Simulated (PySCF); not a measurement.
**Radial density of Sr²⁺ (strontium, charge +2)**

B3LYP, [Kr], closed-shell 1S. Calculation: PySCF 2.14, in def2-TZVP with the def2 core potential (28 electrons); a scalar-relativistic core potential. This is the valence pseudo-density: the core potential removes the inner electrons and smooths the orbitals near the nucleus.

```csv
r (bohr),4πr²ρ (e/bohr)
0.0852,2.476e-05
0.143,0.0001313
0.241,0.001309
0.405,0.03728
0.682,1.224
1.15,6.567
1.93,3.348
3.24,0.1730
5.46,0.0004496
```

Energies and moments cover only the electrons outside the core potential.
